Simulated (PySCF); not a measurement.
Spinor energies of Nb¹⁴⁺ (niobium, charge +14)

Start: [Ar] 3d9; 3d3/2 filled at m_j = -3/2, -1/2, +1/2, +3/2; 3d5/2 filled at m_j = -3/2, -1/2, +1/2, +3/2, +5/2. Calculated with PySCF 2.14 in an even-tempered Gaussian basis (17 s from 1.2 bohr⁻², ratio 2.8; 13 p from 1.5 bohr⁻², ratio 2.8; 8 d from 1.5 bohr⁻², ratio 2.8; 4 f from 8.2 bohr⁻², ratio 3): generalised Hartree-Fock with the X2C-1e Hamiltonian and a Gaussian nucleus; one run each with spin-orbit coupling (SO) switched off, then screened by Boettger's factors.

```
spinor shell  electrons  ε, spin-free (eV)  ε, screened SO (eV)  weight of nominal j (screened SO)  rms radius, screened SO (bohr)
       1s1/2          2           -19428.4             -19427.5                              1.000                          0.0415
       2s1/2          2            -3076.4              -3076.1                              1.000                           0.171
       2p1/2          2            -2777.7              -2844.7                              1.000                           0.149
       2p3/2          4            -2777.7              -2746.0                              1.000                           0.153
       3s1/2          2            -799.28              -799.18                              1.000                           0.465
       3p1/2          2            -698.14              -711.59                              0.989                           0.461
       3d3/2          4            -538.09              -540.63                              0.933                           0.448
       3d5/2          5            -538.09              -536.18                              0.947                           0.451
```

**Question.** Where does 3p3/2 lie, and what is the 3p spin-orbit splitting (screened SO)?

**Answer.** At -691.72 eV, 19.869 eV above 3p1/2.

| quantity | spin-free | screened SO |
| --- | --- | --- |
| E (hartree) | -3742.66482 | -3743.11230 |
| M_J | 5/2 | 5/2 |
| ⟨J²⟩ | 8.751 | 8.751 |
| ⟨L²⟩ | 6.001 | 6.006 |
| ⟨S²⟩ | 0.750 | 0.755 |

Each row is a mean over spinors that exchange with the open shell spreads, by up to 13.318 eV (3p3/2).

Breit and QED terms are absent; they matter most for the inner s and p1/2 levels.

Densities and radii are taken from the X2C orbitals without a picture-change correction, which distorts them close to the nucleus.

Without spin-orbit coupling the j labels of p, d and f shells carry no meaning; the spin-free column gives the mean over the occupied spinors of each nl shell.
